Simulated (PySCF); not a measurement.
Job file and geometry (Å, from GFN2-xTB) of an NMR shielding run on SMILES C=C(BN)[C@H](F)C1CC1, C6H11BFN, PySCF, GIAO PBE0/pcSseg-1 NMR shielding, non-relativistic, gas phase; density fitting, a coarse starting grid and PySCF grid level 2 are the driver's defaults:

```
$ OMP_NUM_THREADS=1 python probes_run.py task.json out

{"job": {"kind": "nmr", "xc": "PBE0", "basis": "pcSseg-1"}, "charge": 0, "multiplicity": 1}
C      1.543323    -1.504176    -1.081336
C      1.003063    -0.742308    -0.134179
B      1.731993     0.494011     0.507946
N      2.572563     1.264395    -0.267902
C     -0.379719    -1.060285     0.382681
F     -0.743931    -2.372894     0.096214
C     -1.406439    -0.138916    -0.237850
C     -1.600032     1.239508     0.315215
C     -2.663235     0.202595     0.505336
H      2.530764    -1.308412    -1.466814
H      1.043576    -2.372473    -1.482126
H      1.586574     0.772908     1.638274
H      2.737742     1.079624    -1.243606
H      3.090070     2.056582     0.073207
H     -0.405185    -0.983481     1.477007
H     -1.478793    -0.267158    -1.311118
H     -1.782946     2.046159    -0.378205
H     -1.006288     1.527551     1.168712
H     -2.797716    -0.215153     1.491308
H     -3.580534     0.292604    -0.055801
```

Question: Write the output of this run.

Answer: 
```
coarse grid: 16576 points
cycle   1  E = -414.0329711820  dE =  1.182e+00  |g| = 6.202e-01  |ddm| = 3.888e+00
cycle   2  E = -414.0090902807  dE =  2.388e-02  |g| = 7.700e-01  |ddm| = 1.075e+00
cycle   3  E = -414.1143677660  dE = -1.053e-01  |g| = 8.673e-02  |ddm| = 5.961e-01
cycle   4  E = -414.1156914320  dE = -1.324e-03  |g| = 3.764e-02  |ddm| = 1.084e-01
cycle   5  E = -414.1159918282  dE = -3.004e-04  |g| = 1.229e-02  |ddm| = 4.332e-02
cycle   6  E = -414.1160245860  dE = -3.276e-05  |g| = 4.038e-03  |ddm| = 1.150e-02
cycle   7  E = -414.1160285233  dE = -3.937e-06  |g| = 8.945e-04  |ddm| = 3.719e-03
final grid: 160144 points
cycle   8  E = -414.1738137450  dE = -7.095e-05  |g| = 1.026e-02  |ddm| = 4.403e-02
cycle   9  E = -414.1738033069  dE =  1.044e-05  |g| = 1.274e-02  |ddm| = 1.926e-02
cycle  10  E = -414.1738391808  dE = -3.587e-05  |g| = 1.440e-03  |ddm| = 1.032e-02
cycle  11  E = -414.1738395447  dE = -3.639e-07  |g| = 3.162e-04  |ddm| = 1.393e-03
cycle  12  E = -414.1738395603  dE = -1.560e-08  |g| = 1.283e-04  |ddm| = 2.975e-04
cycle  13  E = -414.1738395642  dE = -3.895e-09  |g| = 4.487e-05  |ddm| = 1.479e-04
cycle  14  E = -414.1738395647  dE = -4.793e-10  |g| = 1.101e-05  |ddm| = 4.476e-05
converged SCF energy = -414.1738395647

GIAO shielding tensors (ppm)
atom      isotropic    diamagn.    paramagn.     s11        s22        s33       span
  0 C       62.958     252.495    -189.537    -47.683     62.104    174.453    222.136
  1 C       22.655     262.512    -239.856    -92.253      5.619    154.599    246.852
  2 B       65.845     196.335    -130.490     28.674     48.477    120.384     91.710
  3 N      157.569     317.183    -159.614     61.200    189.741    221.767    160.567
  4 C       82.376     241.757    -159.381     54.648     74.573    117.906     63.257
  5 F      375.056     473.702     -98.647    345.271    365.964    413.933     68.663
  6 C      165.563     248.858     -83.295    137.030    147.686    211.975     74.945
  7 C      184.648     251.457     -66.809    158.425    180.933    214.585     56.160
  8 C      178.978     257.681     -78.703    149.217    175.797    211.920     62.702
  9 H       25.945      31.486      -5.541     23.226     25.053     29.556      6.330
 10 H       25.534      31.878      -6.344     22.594     23.807     30.199      7.605
 11 H       26.933      31.783      -4.851     25.386     25.703     29.710      4.325
 12 H       27.278      32.757      -5.478     22.679     26.165     32.991     10.312
 13 H       27.499      29.384      -1.885     22.667     24.307     35.523     12.857
 14 H       27.248      31.830      -4.582     24.077     27.982     29.686      5.608
 15 H       30.968      32.978      -2.010     25.183     29.292     38.429     13.246
 16 H       31.394      31.241       0.154     26.148     26.704     41.331     15.183
 17 H       31.539      32.234      -0.695     26.534     28.364     39.719     13.185
 18 H       31.249      31.981      -0.732     25.810     28.184     39.754     13.944
 19 H       31.084      30.821       0.263     25.342     26.576     41.334     15.992
```

Size and cost of the density-fitted run: 208 basis functions, 42 s wall time on 1 thread of an Arm Neoverse V1, shared host; peak memory 1 GiB.
